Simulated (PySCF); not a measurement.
This PySCF input asks for the NMR shieldings of `CC#CP(C)[C@@H](C)CC`, C₈H₁₅P; the geometry comes from GFN2-xTB.

```python
import basis_set_exchange as bse
import numpy as np
from pyscf import gto, dft
from pyscf.prop import nmr

atoms = """
C     3.785141    1.036635    0.933773
C     2.610583    0.214884    0.743022
C     1.625297   -0.446954    0.534550
P     0.224455   -1.517202    0.414087
C     0.717466   -2.328934   -1.184231
C    -0.982811   -0.235299   -0.260623
C    -2.243370   -0.930227   -0.763156
C    -1.280202    0.772890    0.851073
C    -2.069059    1.983684    0.365473
H     4.402719    1.023749    0.035533
H     3.490595    2.064633    1.145064
H     4.370837    0.657573    1.771450
H    -0.026109   -3.072321   -1.466178
H     0.830871   -1.597202   -1.983332
H     1.666435   -2.838476   -1.024935
H    -0.494818    0.288475   -1.093665
H    -2.937673   -0.210873   -1.192820
H    -2.743275   -1.446682    0.054921
H    -2.002405   -1.660815   -1.533027
H    -0.329812    1.116356    1.270686
H    -1.832103    0.273192    1.651321
H    -1.560768    2.456237   -0.472743
H    -3.069175    1.700789    0.047053
H    -2.164552    2.715652    1.164259
"""
names = dict.fromkeys(["C", "P", "H"], "pcSseg-1")
basis = {el: gto.basis.parse(bse.get_basis(n, elements=[el], fmt="nwchem")) for el, n in names.items()}
mol = gto.M(atom=atoms, basis=basis, charge=0, verbose=0)
mf = dft.RKS(mol, xc="PBE0")
mf.grids.level = 2
mf.grids.alignment = dft.numint.BLKSIZE   # the property module wants whole blocks of grid points
mf.conv_tol = 1e-9
mf.kernel()

calc = nmr.RKS(mf)   # GIAO
C = mf.mo_coeff
Co = C[:, mf.mo_occ > 0]
resp = mf.gen_response(singlet=True, hermi=2)
def vind(x):   # induced exchange potential for any number of trial vectors
    d = np.einsum("pi,xij,qj->xpq", C, 2 * x.reshape(-1, C.shape[1], Co.shape[1]), Co, optimize=True)
    return np.einsum("xpq,pi,qj->xij", resp(d - d.transpose(0, 2, 1)), C, Co, optimize=True).ravel()
mo1, _ = nmr.rhf.solve_mo1(calc, with_cphf=vind)
sigma = calc.kernel(mo1)
for i, s in enumerate(sigma):   # ppm
    w = np.linalg.eigvalsh((s + s.T) / 2)
    print("%2d %-2s iso %8.1f  s11 %8.1f  s22 %8.1f  s33 %8.1f" % (i, mol.atom_pure_symbol(i), w.mean(), *w))
```

**Question.** Give the expected output.

**Answer.** 
```
 0 C  iso    180.8  s11    172.7  s22    172.9  s33    196.8
 1 C  iso     78.3  s11    -11.9  s22      1.9  s33    245.0
 2 C  iso     98.8  s11      6.7  s22     11.8  s33    277.9
 3 P  iso    390.5  s11    354.1  s22    374.8  s33    442.6
 4 C  iso    169.8  s11    159.3  s22    163.3  s33    186.8
 5 C  iso    139.1  s11    117.8  s22    140.8  s33    158.7
 6 C  iso    171.0  s11    155.5  s22    168.9  s33    188.7
 7 C  iso    156.2  s11    145.4  s22    152.4  s33    170.8
 8 C  iso    172.0  s11    155.5  s22    172.7  s33    187.7
 9 H  iso     29.6  s11     24.3  s22     28.0  s33     36.5
10 H  iso     29.6  s11     24.2  s22     28.6  s33     36.1
11 H  iso     29.6  s11     24.3  s22     27.7  s33     36.7
12 H  iso     30.5  s11     25.6  s22     28.4  s33     37.6
13 H  iso     30.4  s11     26.7  s22     28.8  s33     35.6
14 H  iso     30.4  s11     25.7  s22     28.0  s33     37.3
15 H  iso     30.4  s11     28.0  s22     30.1  s33     33.0
16 H  iso     30.2  s11     24.7  s22     29.0  s33     36.8
17 H  iso     31.3  s11     27.7  s22     28.4  s33     37.7
18 H  iso     30.7  s11     24.7  s22     30.7  s33     36.6
19 H  iso     29.5  s11     22.8  s22     31.2  s33     34.6
20 H  iso     30.7  s11     26.4  s22     30.3  s33     35.4
21 H  iso     31.1  s11     26.6  s22     29.4  s33     37.2
22 H  iso     30.4  s11     25.2  s22     29.8  s33     36.3
23 H  iso     30.5  s11     25.7  s22     27.6  s33     38.1
```

These numbers come from an equivalent density-fitted implementation of the same equations, which agrees with the script to about 0.01 ppm for H and up to a few tenths of a ppm for heavy atoms, so last digits may differ.

Size and cost of the density-fitted run: 235 basis functions, 100 s wall time on 1 thread of an x86-64 server CPU, shared host.
